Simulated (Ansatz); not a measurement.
The first iterations of a band of C$_{2}$H$_{3}$BOS (8 atoms, charge 0, multiplicity 1).

Level of theory: RKS PBE0-D4/6-31G in Ansatz.

| Quantity | Value |
| --- | --- |
| movable images | 5 |
| climbing image | yes |
| spring | 2.0 to 10.0 eV/Å², energy-weighted |
| optimiser | quadratic models (default) |
| start path | through a guess of the saddle point |
| force threshold | 0.05 eV/Å |
| iteration limit | 59 |
| end points | relaxed |

First end point:

```xyz
8
Properties=species:S:1:pos:R:3
C -0.160 1.570 1.400
C 0.541 0.694 0.931
S 1.532 -0.573 0.242
B 0.304 -1.233 -1.009
O -0.936 -0.706 -1.143
H -0.750 2.345 1.829
H 0.666 -2.138 -1.680
H -1.196 0.042 -0.570
```

Last end point:

```xyz
8
Properties=species:S:1:pos:R:3
C -0.463 1.247 0.941
C 0.706 0.671 0.978
S 2.139 -0.070 0.989
B -0.139 -1.613 -1.582
O -1.050 -0.835 -1.352
H -0.723 2.057 1.615
H 0.728 -2.362 -1.805
H -1.198 0.904 0.216
```

| iteration | highest image above the first end (eV) | largest band force component (eV/Å) |
| --- | --- | --- |
| 1 | 2.597 | 4.885 |
| 2 | 2.085 | 2.248 |
| 3 | 1.910 | 2.801 |
| 4 | 1.487 | 1.699 |

Problem. Does the band converge within its limit, and where does its top end?

Solution. The run converged. It ended after 14 iterations with the highest image 1.155 eV above the first end. Another band between the same ends (5 images) ends at a top of the same energy, where a vibrational analysis finds 1 clearly imaginary mode. The orbitals stay closed-shell, which can raise the energy where a bond breaks towards radicals; this wasn't checked here. Limits of this set-up: no polarisation functions.

Run time: 7.9 min on 1 CPU thread of a shared host.
